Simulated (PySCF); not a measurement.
The complex CoF3 (charge 0) contains Co(III), shell d6. The structure is a PBE0-D3(BJ)/def2-TZVP geometry optimised for multiplicity 5; coordination trigonal planar, point group D3h, metal–donor distances 1.72 Å.

Method (PySCF 2.14, density fitting): CASSCF(6,5) with orbitals averaged over all microstates of the shell, strongly contracted NEVPT2 on the averaged canonical orbitals; basis x2c-TZVPall on the metal, x2c-SVPall elsewhere; spin-free X2C; gas phase; spin-orbit coupling by state interaction with the mean-field operator over all roots.

CASSCF energies above the lowest CASSCF root:

```
state  CASSCF / cm⁻¹
 5A1'              0
 5E''           1721
  5E'          13898
  3E'          20915
3A1''          21538
3A2''          21622
 3E''          23599
  3E'          23789
 3E''          23928
 3E''          26384
 3A2'          26402
  3E'          28130
 3A2'          28180
 3E''          29407
 3A1'          30387
3A2''          30693
3A1''          31292
 1A1'          33591
 1A2'          33923
 1A1'          33984
 1E''          34924
1A2''          38441
```

How does dynamic correlation (SC-NEVPT2) move these states?


```csv
state,NEVPT2 / cm⁻¹,shift / cm⁻¹
5A1',0,0
5E'',3433,+1712
5E',19083,+5184
3E',17055,-3860
3A1'',18250,-3288
3A2'',18139,-3483
3E'',19166,-4433
3E',22277,-1511
3E'',23818,-110
3E'',26125,-258
3A2',25573,-829
3E',26417,-1713
3A2',27447,-732
3E'',28340,-1067
3A1',27897,-2490
3A2'',29511,-1182
3A1'',29714,-1579
1A1',29751,-3840
1A2',32145,-1778
1A1',31818,-2165
1E'',32153,-2771
1A2'',31484,-6958
```

No frequencies were computed for the optimised geometry. NEVPT2 lifts 5E' from 13898 to 19083 cm⁻¹; on the d shell alone such lifts tend to overshoot. NEVPT2 on the d shell alone tends to put d–d bands too high for such charged or covalently bound ions. Gaps between spin states lean to high spin in this active space.
